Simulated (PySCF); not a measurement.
Job file and geometry (Å, from GFN2-xTB) of a spin–spin coupling run on `CC[C@H](C)Br`, C$_{4}$H$_{9}$Br, B3LYP/pcJ-1 Br:pcSseg-1 indirect spin-spin coupling, non-relativistic, gas phase in PySCF; density fitting, a coarse starting grid and PySCF grid level 2 are the driver's defaults:

```
{"job": {"kind": "j", "xc": "B3LYP", "basis": "pcJ-1"}, "charge": 0, "multiplicity": 1}
C      1.911958    -0.156228     0.317342
C      0.618239    -0.059005    -0.481416
C     -0.617531     0.042131     0.400180
C     -1.912437    -0.026876    -0.386642
Br    -0.579393     1.752832     1.394962
H      1.900457    -1.033419     0.962034
H      2.048259     0.726478     0.938461
H      2.763463    -0.234580    -0.354066
H      0.508338    -0.951727    -1.104671
H      0.659211     0.807578    -1.146313
H     -0.596943    -0.723091     1.180103
H     -1.987202    -0.992378    -0.885160
H     -1.945104     0.756414    -1.142104
H     -2.771992     0.091398     0.270187
```

Problem. What does the program print?

Solution. 
```
coarse grid: 50304 points
cycle   1  E = -2731.7363374087  dE = -9.963e-01  |g| = 8.093e-01  |ddm| = 2.830e+00
cycle   2  E = -2731.7313303937  dE =  5.007e-03  |g| = 5.669e-01  |ddm| = 6.653e-01
cycle   3  E = -2731.7820996451  dE = -5.077e-02  |g| = 1.538e-01  |ddm| = 4.384e-01
cycle   4  E = -2731.7876277873  dE = -5.528e-03  |g| = 2.851e-02  |ddm| = 1.448e-01
cycle   5  E = -2731.7877942903  dE = -1.665e-04  |g| = 1.334e-02  |ddm| = 3.880e-02
cycle   6  E = -2731.7878368180  dE = -4.253e-05  |g| = 1.390e-03  |ddm| = 1.135e-02
cycle   7  E = -2731.7878371073  dE = -2.893e-07  |g| = 6.478e-04  |ddm| = 1.482e-03
final grid: 106256 points
cycle   8  E = -2731.7878767497  dE =  3.712e-08  |g| = 8.890e-04  |ddm| = 1.887e-03
cycle   9  E = -2731.7878765595  dE =  1.902e-07  |g| = 1.261e-03  |ddm| = 1.706e-03
cycle  10  E = -2731.7878769369  dE = -3.774e-07  |g| = 1.067e-04  |ddm| = 1.032e-03
cycle  11  E = -2731.7878769397  dE = -2.807e-09  |g| = 7.821e-06  |ddm| = 9.246e-05
cycle  12  E = -2731.7878769397  dE = -1.000e-11  |g| = 2.938e-06  |ddm| = 1.143e-05
converged SCF energy = -2731.7878769397

Indirect spin-spin couplings (Hz)
  i      j    bonds     total        FC       PSO       DSO        SD
  0 C    1 C    1     35.539    35.646    -0.320     0.213         -
  0 C    2 C    2     -0.979    -0.793    -0.251     0.065         -
  0 C    3 C    3      3.880     3.915     0.023    -0.058         -
  0 C    5 H    1    131.225   129.267     1.235     0.722         -
  0 C    6 H    1    136.051   134.233     1.022     0.796         -
  0 C    7 H    1    130.739   128.808     1.263     0.667         -
  0 C    8 H    2     -3.330    -3.373     0.171    -0.128         -
  0 C    9 H    2     -3.234    -3.341     0.189    -0.083         -
  0 C   10 H    3      3.765     3.641    -0.066     0.190         -
  0 C   12 H    4     -0.219    -0.214     0.222    -0.226         -
  0 C   13 H    4      1.547     1.582     0.281    -0.315         -
  1 C    2 C    1     36.391    37.397    -1.322     0.316         -
  1 C    3 C    2      0.750     0.966    -0.255     0.039         -
  1 C    5 H    2     -3.762    -3.852     0.165    -0.075         -
  1 C    6 H    2     -4.275    -4.459     0.191    -0.007         -
  1 C    7 H    2     -2.530    -2.616     0.186    -0.101         -
  1 C    8 H    1    130.762   128.871     0.900     0.991         -
  1 C    9 H    1    137.247   135.470     0.713     1.065         -
  1 C   10 H    2     -0.958    -1.033    -0.006     0.081         -
  1 C   11 H    3      1.744     1.689    -0.043     0.098         -
  1 C   12 H    3      3.336     3.282    -0.099     0.153         -
  1 C   13 H    3     10.263    10.267     0.360    -0.365         -
  2 C    3 C    1     37.163    37.937    -1.060     0.285         -
  2 C    5 H    3      3.219     3.165    -0.172     0.226         -
  2 C    6 H    3      3.662     3.558    -0.101     0.206         -
  2 C    7 H    3     13.804    13.751     0.340    -0.287         -
  2 C    8 H    2      3.422     3.194     0.050     0.177         -
  2 C    9 H    2     -6.561    -6.617    -0.153     0.209         -
  2 C   10 H    1    158.336   157.196    -0.297     1.436         -
  2 C   11 H    2      2.297     2.037     0.161     0.099         -
  2 C   12 H    2     -6.505    -6.570    -0.072     0.137         -
  2 C   13 H    2     -5.351    -5.411    -0.065     0.125         -
  3 C    5 H    4     -0.255    -0.261     0.192    -0.185         -
  3 C    6 H    4     -0.420    -0.370     0.230    -0.280         -
  3 C    7 H    4      0.603     0.594     0.281    -0.272         -
  3 C    8 H    3      2.882     2.803    -0.065     0.144         -
  3 C    9 H    3      2.002     1.954    -0.044     0.093         -
  3 C   10 H    2     -1.090    -1.140     0.049     0.001         -
  3 C   11 H    1    129.114   127.173     1.182     0.759         -
  3 C   12 H    1    136.762   134.937     0.992     0.832         -
  3 C   13 H    1    136.928   135.107     1.008     0.813         -
  5 H    6 H    2    -12.750   -13.245     2.634    -2.139         -
  5 H    7 H    2    -13.435   -13.707     2.805    -2.534         -
  5 H    8 H    3      4.391     4.312     0.345    -0.266         -
  5 H    9 H    3     15.185    15.042     2.715    -2.573         -
  5 H   10 H    4      0.170    -0.307    -1.502     1.979         -
  5 H   13 H    5     -0.194    -0.123     0.830    -0.901         -
  6 H    7 H    2    -14.000   -14.415     2.721    -2.306         -
  6 H    8 H    3     14.926    14.772     2.698    -2.544         -
  6 H    9 H    3      4.280     3.951     0.287     0.042         -
  6 H   12 H    5     -0.161     0.022     0.725    -0.907         -
  6 H   13 H    5     -0.479    -0.127     0.972    -1.324         -
  7 H    8 H    3      3.648     3.616     0.353    -0.320         -
  7 H    9 H    3      4.045     3.900     0.294    -0.149         -
  8 H    9 H    2    -14.348   -14.834     2.192    -1.705         -
  8 H   10 H    3      2.051     1.704     0.475    -0.128         -
  8 H   11 H    4      0.281     0.063    -1.428     1.645         -
  8 H   13 H    4      0.466     0.382     1.439    -1.355         -
  9 H   10 H    3     12.495    12.289     2.569    -2.363         -
  9 H   13 H    4     -0.348    -0.375     1.393    -1.367         -
 10 H   11 H    3      3.281     2.934     0.340     0.007         -
 10 H   12 H    3     14.724    14.525     2.630    -2.430         -
 10 H   13 H    3      4.564     4.128     0.223     0.213         -
 11 H   12 H    2    -13.694   -14.117     2.664    -2.241         -
 11 H   13 H    2    -13.924   -14.358     2.731    -2.297         -
 12 H   13 H    2    -13.287   -13.881     2.641    -2.046         -
```

Size and cost of the density-fitted run: 239 basis functions, 47 s wall time on 1 thread of an Arm Neoverse V1, shared host.
